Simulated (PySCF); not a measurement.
Ta(Cl)4(SH) (Cl4HSTa), SMILES [Cl][Ta]([Cl])([Cl])([Cl])[SH], multiplicity 1.

Geometry: PBE0-D3(BJ)/def2-SVP. The spin state was assumed, not searched. The structure was generated by enumeration; whether it is a known compound was not checked. The def2 effective core potentials stand for the cores of Ta; spin–orbit coupling is left out. The values are those of a single conformer.

Vertical ionisation energy (IE) and electron affinity (EA) in eV. Rows of orbital energies are one-electron estimates. Where ΔSCF, EOM or ADC give a negative EA the extra electron is unbound and the value depends on the basis.

```csv
level,IE,EA
"−ε(HOMO), −ε(LUMO), B3LYP/def2-TZVP (PySCF)",8.15,3.91
"−ε(HOMO), −ε(LUMO), PBE/def2-TZVP (PySCF)",7.19,4.42
```
